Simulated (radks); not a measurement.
The lanthanum ion La2+, 55 electrons, occupied as [Xe] 5d1. Method: scalar-relativistic Kohn-Sham, LDA (Slater exchange, Perdew-Wang correlation), spin-polarised, spherical densities, finite nucleus; open shells are filled with parallel spins first (spin-orbit coupling, left out, can overturn this in heavy ions); Fermi nuclear charge, rms radius 4.855 fm; computed with a radial shooting solver on a logarithmic mesh with Libxc functionals.

Radial electron density D(r) = 4 pi r^2 rho(r):

r (bohr),D(r) (e/bohr),spin D(r)
0.002098,8.763,-0.0000326
0.002443,11.11,-0.0000413
0.002821,13.82,-0.0000513
0.003258,17.09,-0.0000632
0.003762,20.96,-0.0000774
0.00438,25.75,-0.0000948
0.005058,30.96,-0.000114
0.005842,36.79,-0.000135
0.006747,43.13,-0.000158
0.007854,50.15,-0.000185
0.009071,56.80,-0.000211
0.01048,63.03,-0.000238
0.0121,68.37,-0.000267
0.01408,72.50,-0.000299
0.01627,74.54,-0.000337
0.01878,74.58,-0.000385
0.02169,72.81,-0.000451
0.02505,69.91,-0.000538
0.02917,66.89,-0.000646
0.03368,65.60,-0.000732
0.0389,67.20,-0.000718
0.04493,72.33,-0.000446
0.0523,80.90,0.000418
0.0604,89.81,0.00218
0.06976,96.38,0.00531
0.08056,97.77,0.0102
0.09379,92.59,0.0172
0.1083,83.47,0.0251
0.1251,74.87,0.0326
0.1445,71.43,0.0375
0.1682,75.02,0.0374
0.1942,81.52,0.0306
0.2243,84.01,0.0187
0.2591,77.15,0.00588
0.3016,60.52,-0.000615
0.3483,43.02,0.00690
0.4022,31.83,0.0296
0.4645,29.78,0.0606
0.5365,32.91,0.0849
0.6245,34.52,0.0854
0.7213,30.68,0.0568
0.833,23.14,0.0150
0.962,15.70,-0.00878
1.12,10.76,0.0206
1.293,8.732,0.113
1.494,7.741,0.249
1.725,6.543,0.384
2.008,4.777,0.473
2.319,3.040,0.477
2.679,1.670,0.409
3.093,0.8053,0.300
3.601,0.3324,0.182
4.159,0.1317,0.0946
4.803,0.04751,0.0407
5.547,0.01495,0.0140
6.458,0.003551,0.00348
7.458,0.0006945,0.000690

D(r) has 4 maxima, at r = 0.0175, 0.0774, 0.219, 0.610 bohr, and minima at 0.0337, 0.144, 0.446 bohr, inside which lie 1.96, 11.18, 28.93 electrons.
